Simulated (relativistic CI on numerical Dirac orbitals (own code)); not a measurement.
## Level scheme of Ne IX

Calculated at this level of theory: Dirac-Coulomb-Breit CI, separate exchange-only KLI orbitals for each configuration, a model potential for QED, unscaled Slater integrals (own radial code, finite nucleus).

CI space: 1s2, 1s 2s, 1s 2p, 1s 3s, 1s 3p, 1s 3d, 1s 4s, 1s 4p, 1s 4d, 1s 4f, 1s 5s, 1s 5p, 1s 5d, 1s 5f, 1s 5g, 1s 6s, 1s 6p, 1s 6d. Levels of other configurations are missing.

| No. | Configuration | Term | J | E (eV) | % | Landé g | Lifetime (s) |
| --- | --- | --- | --- | --- | --- | --- | --- |
| 1 | 1s2 | 1S | 0 | 0.00 | 100 |  |  |
| 2 | 1s 2s | 3S | 1 | 903.88 | 100 | 2.000 | 1.04e-04 |
| 3 | 1s 2p | 3P° | 0 | 913.63 | 100 |  | 9.58e-09 |
| 4 | 1s 2p | 3P° | 1 | 913.66 | 100 | 1.499 | 1.97e-10 |
| 5 | 1s 2p | 3P° | 2 | 913.86 | 100 | 1.500 | 8.75e-09 |
| 6 | 1s 2s | 1S | 0 | 914.20 | 100 |  |  |
| 7 | 1s 2p | 1P° | 1 | 921.27 | 100 | 1.000 | 1.09e-13 |
| 8 | 1s 3s | 3S | 1 | 1067.85 | 100 | 2.000 | 1.82e-11 |
| 9 | 1s 3p | 3P° | 0 | 1070.52 | 100 |  | 7.00e-12 |
| 10 | 1s 3p | 3P° | 1 | 1070.53 | 100 | 1.500 | 6.93e-12 |
| 11 | 1s 3p | 3P° | 2 | 1070.59 | 100 | 1.500 | 7.03e-12 |
| 12 | 1s 3s | 1S | 0 | 1070.65 | 100 |  | 1.83e-11 |
| 13 | 1s 3d | 3D | 1 | 1071.99 | 100 | 0.499 | 2.28e-12 |
| 14 | 1s 3d | 3D | 2 | 1071.99 | 97 | 1.160 | 2.29e-12 |
| 15 | 1s 3d | 3D | 3 | 1072.01 | 100 | 1.333 | 2.29e-12 |
| 16 | 1s 3d | 1D | 2 | 1072.09 | 97 | 1.006 | 2.38e-12 |
| 17 | 1s 3p | 1P° | 1 | 1072.72 | 100 | 1.000 | 3.47e-13 |
| 18 | 1s 4s | 3S | 1 | 1123.90 | 100 | 2.000 | 2.78e-11 |
| 19 | 1s 4p | 3P° | 0 | 1125.00 | 100 |  | 1.19e-11 |
| 20 | 1s 4p | 3P° | 1 | 1125.00 | 100 | 1.500 | 1.19e-11 |
| 21 | 1s 4p | 3P° | 2 | 1125.02 | 100 | 1.500 | 1.20e-11 |
| 22 | 1s 4s | 1S | 0 | 1125.07 | 100 |  | 2.43e-11 |
| 23 | 1s 4d | 3D | 1 | 1125.60 | 100 | 0.500 | 5.28e-12 |
| 24 | 1s 4d | 3D | 2 | 1125.60 | 98 | 1.163 | 5.28e-12 |
| 25 | 1s 4d | 3D | 3 | 1125.61 | 100 | 1.333 | 5.29e-12 |
| 26 | 1s 4f | 3F° | 3 | 1125.64 | 59 | 1.049 | 1.10e-11 |
| 27 | 1s 4f | 3F° | 2 | 1125.64 | 100 | 0.666 | 1.10e-11 |
| 28 | 1s 4f | 3F° | 4 | 1125.64 | 100 | 1.250 | 1.10e-11 |
| 29 | 1s 4f | 1F° | 3 | 1125.64 | 59 | 1.034 | 1.10e-11 |
| 30 | 1s 4d | 1D | 2 | 1125.65 | 98 | 1.004 | 5.51e-12 |
| 31 | 1s 4p | 1P° | 1 | 1125.93 | 100 | 1.000 | 7.82e-13 |
| 32 | 1s 5s | 3S | 1 | 1149.56 | 100 | 2.000 | 4.60e-11 |
| 33 | 1s 5p | 3P° | 0 | 1150.11 | 100 |  | 2.07e-11 |
| 34 | 1s 5p | 3P° | 1 | 1150.11 | 100 | 1.500 | 2.06e-11 |
| 35 | 1s 5p | 3P° | 2 | 1150.13 | 100 | 1.500 | 2.08e-11 |
| 36 | 1s 5s | 1S | 0 | 1150.16 | 100 |  | 3.19e-11 |
| 37 | 1s 5d | 3D | 1 | 1150.42 | 100 | 0.500 | 1.02e-11 |
| 38 | 1s 5d | 3D | 2 | 1150.42 | 98 | 1.163 | 1.02e-11 |
| 39 | 1s 5d | 3D | 3 | 1150.42 | 100 | 1.333 | 1.02e-11 |
| 40 | 1s 5f | 3F° | 3 | 1150.44 | 61 | 1.051 | 2.13e-11 |
| 41 | 1s 5f | 3F° | 2 | 1150.44 | 100 | 0.666 | 2.13e-11 |
| 42 | 1s 5f | 3F° | 4 | 1150.44 | 100 | 1.250 | 2.13e-11 |
| 43 | 1s 5g | 3G | 4 | 1150.44 | 55 | 1.027 | 3.58e-11 |
| 44 | 1s 5g | 3G | 3 | 1150.44 | 100 | 0.750 | 3.58e-11 |
| 45 | 1s 5f | 1F° | 3 | 1150.44 | 61 | 1.033 | 2.14e-11 |

Energies count from the lowest computed level; ° marks odd parity; lifetimes are radiative, by E1, M1, E2, M2 decay to levels of this space only; some are left blank where a channel outside the calculation adds to the decay or the decay crosses a small, uncertain gap.

The mean weight of the leading LS term, summed over parents, in these 45 levels is 95 %, and that of the leading jj configuration (from the same eigenvectors) 92 %.

LS names give the leading component of a level, which can be under half, so a name can repeat, a term be missing and a line seem to break the LS rules.
